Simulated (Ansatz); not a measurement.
Two members of one family (Oligo(thiophene), aryl ends), computed with Ansatz in the gas phase. The two geometries come from different levels. Binding counts from free atoms in the multiplicity of their measured ground term, without zero-point energy. Sets without diffuse functions give affinities that are too small. A dash marks a value that wasn't run or was left out as unsound. The structures are stationary points that may keep the symmetry of their start.

First: COc1ccc(-c2ccc(-c3ccc(-c4ccc(-c5ccc(-c6ccc(C(F)=C(F)F)cc6)s5)s4)s3)s2)cc1 (singlet, charge 0, PBE-D4/def2-SVP geometry).

Cartesian coordinates in Å:
```
C 8.358 -10.236 -1.873
O 7.632 -9.752 -2.986
C 6.782 -8.708 -2.799
C 6.075 -8.267 -3.940
C 5.181 -7.205 -3.851
C 4.953 -6.528 -2.624
C 4.019 -5.407 -2.547
C 3.358 -4.738 -3.578
C 2.525 -3.683 -3.134
C 2.526 -3.518 -1.748
C 1.819 -2.558 -0.943
C 1.841 -2.376 0.442
C 1.016 -1.318 0.887
C 0.342 -0.662 -0.145
C -0.567 0.451 -0.078
C -1.276 1.077 -1.107
C -2.081 2.152 -0.667
C -2.008 2.378 0.710
C -2.675 3.374 1.506
C -2.642 3.568 2.890
C -3.426 4.661 3.324
C -4.079 5.333 2.290
C -4.962 6.492 2.358
C -5.146 7.199 3.574
C -5.985 8.308 3.656
C -6.687 8.773 2.515
C -7.580 9.928 2.524
F -8.166 10.236 1.341
C -7.911 10.745 3.557
F -8.737 11.770 3.440
F -7.450 10.618 4.795
C -6.507 8.074 1.297
C -5.668 6.963 1.224
S -3.696 4.581 0.753
S -0.913 1.228 1.456
S 0.750 -1.385 -1.691
S 3.578 -4.707 -1.002
C 5.668 -6.984 -1.495
C 6.568 -8.054 -1.567
H 8.978 -11.074 -2.244
H 9.028 -9.457 -1.443
H 7.687 -10.611 -1.069
H 6.247 -8.789 -4.893
H 4.637 -6.894 -4.756
H 3.489 -4.998 -4.636
H 1.936 -3.044 -3.806
H 2.447 -3.004 1.109
H 0.905 -1.029 1.942
H -1.209 0.749 -2.155
H -2.711 2.758 -1.333
H -2.065 2.920 3.564
H -3.524 4.950 4.379
H -4.608 6.878 4.478
H -6.091 8.822 4.619
H -7.042 8.412 0.400
H -5.562 6.439 0.262
H 5.529 -6.481 -0.524
H 7.100 -8.368 -0.659
```

```csv
level,HOMO (eV),LUMO (eV),gap (eV),vertical IE (eV),vertical EA (eV),vertical triplet (eV),binding per atom (eV)
PBE-D4/def2-SVP,-4.40,-2.86,1.55,5.76,1.58,1.45,5.48
r2SCAN-D4/def2-SVP,-4.58,-2.92,1.66,–,–,–,5.27
PBE0-D4/def2-SVP,-5.17,-2.39,2.78,6.12,1.52,1.69,5.33
```

Second: C39H23F3OS6 (singlet, charge 0, r2SCAN-D4/def2-SVP geometry).

Cartesian coordinates in Å:
```
C 7.845 12.818 -3.391
O 6.636 13.192 -4.014
C 5.578 12.355 -3.915
C 5.586 11.136 -3.219
C 4.433 10.351 -3.184
C 3.246 10.741 -3.831
C 2.041 9.921 -3.795
C 0.770 10.209 -4.278
C -0.167 9.175 -4.076
C 0.367 8.065 -3.429
C -0.300 6.841 -3.074
C -1.621 6.481 -3.326
C -1.956 5.201 -2.850
C -0.902 4.544 -2.221
C -0.877 3.237 -1.631
C 0.150 2.592 -0.946
C -0.191 1.296 -0.512
C -1.486 0.917 -0.851
C -2.181 -0.311 -0.591
C -3.463 -0.686 -0.983
C -3.830 -1.974 -0.556
C -2.838 -2.621 0.177
C -2.895 -3.934 0.756
C -3.974 -4.816 0.759
C -3.704 -6.031 1.412
C -2.414 -6.116 1.927
C -1.800 -7.196 2.646
C -0.508 -7.305 3.151
C -0.264 -8.529 3.806
C -1.358 -9.387 3.822
C -1.478 -10.717 4.399
C -2.690 -11.436 4.365
C -2.799 -12.706 4.919
C -1.693 -13.324 5.538
C -1.873 -14.654 6.097
F -3.118 -15.165 6.014
C -0.968 -15.464 6.684
F -1.259 -16.656 7.151
F 0.302 -15.163 6.858
C -0.473 -12.610 5.580
C -0.374 -11.342 5.024
S -2.708 -8.642 3.002
S -1.531 -4.648 1.581
S -1.434 -1.594 0.331
S -2.281 2.204 -1.727
S 0.524 5.554 -2.231
S 2.056 8.329 -3.081
C 3.262 11.973 -4.526
C 4.399 12.766 -4.566
H 8.234 11.866 -3.795
H 8.564 13.618 -3.603
H 7.724 12.720 -2.297
H 6.479 10.790 -2.697
H 4.463 9.407 -2.630
H 0.520 11.154 -4.762
H -1.211 9.233 -4.388
H -2.323 7.137 -3.846
H -2.947 4.752 -2.955
H 1.121 3.059 -0.769
H 0.487 0.640 0.039
H -4.112 -0.033 -1.573
H -4.794 -2.435 -0.779
H -4.934 -4.574 0.301
H -4.430 -6.842 1.514
H 0.235 -6.512 3.041
H 0.695 -8.780 4.262
H -3.573 -10.991 3.894
H -3.752 -13.235 4.875
H 0.406 -13.048 6.052
H 0.586 -10.825 5.075
H 2.366 12.312 -5.052
H 4.410 13.716 -5.106
```

Estimate the same table for the second.


```json
{"level": "PBE-D4/def2-SVP", "HOMO (eV)": "-4.31", "LUMO (eV)": "-2.93", "gap (eV)": "1.38", "vertical IE (eV)": "5.50", "vertical EA (eV)": "1.83", "vertical triplet (eV)": "1.31", "binding per atom (eV)": "5.50"}
{"level": "r2SCAN-D4/def2-SVP", "HOMO (eV)": "-4.48", "LUMO (eV)": "-3.00", "gap (eV)": "1.48", "vertical IE (eV)": "–", "vertical EA (eV)": "–", "vertical triplet (eV)": "–", "binding per atom (eV)": "5.29"}
{"level": "PBE0-D4/def2-SVP", "HOMO (eV)": "-5.05", "LUMO (eV)": "-2.48", "gap (eV)": "2.57", "vertical IE (eV)": "5.89", "vertical EA (eV)": "1.72", "vertical triplet (eV)": "1.61", "binding per atom (eV)": "5.35"}
```
